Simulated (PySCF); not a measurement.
FHSe2, SMILES F[Se][SeH].

Geometry optimised at B3LYP-D3(BJ)/def2-TZVP. The values are those of a single conformer.

Calculation: HF/def2-TZVPD run with PySCF.

Isolated molecule, no solvent.

* **total energy**: -4899.74208 hartree
* **highest occupied level**: -10.14 eV
* **lowest empty level**: 0.79 eV
* **orbital gap**: 10.93 eV
* **dipole moment**: 2.35 D
* **quadrupole, principal values (traceless, Buckingham form, about the centre of nuclear charge)**: -6.57, 0.68, 5.90 D·Å
* **mean static polarisability**: 56.2 bohr³ (8.33 Å³)
* **polarisability, principal values**: 46.1, 48.1, 74.5 bohr³
